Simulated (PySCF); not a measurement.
Ne²⁺: excitation energy

Ne²⁺ [He] 2s2 2p4 (3P) → Ne²⁺ [He] 2s1 2p5 (3P), as a difference of total energies. Computed with PySCF 2.14 in x2c-TZVPPall, with scalar relativity by spin-free X2C-1e. Correlated levels: valence: 1s2 frozen; valence and next inner shell: nothing frozen. The calculations carry no spin-orbit coupling.

```tsv
method	excitation energy (cm⁻¹)
UHF	214900
LDA	183380
PBE	186010
PBE0	193490
r2SCAN	194020
revPBE	186590
r2SCAN0	198720
PBEsol	185260
M06-2X	195220
ROHF	214060
MP2 (valence)	207050
SCS-MP2 (valence)	206320
MP2 (valence and next inner shell)	206750
SCS-MP2 (valence and next inner shell)	206130
```
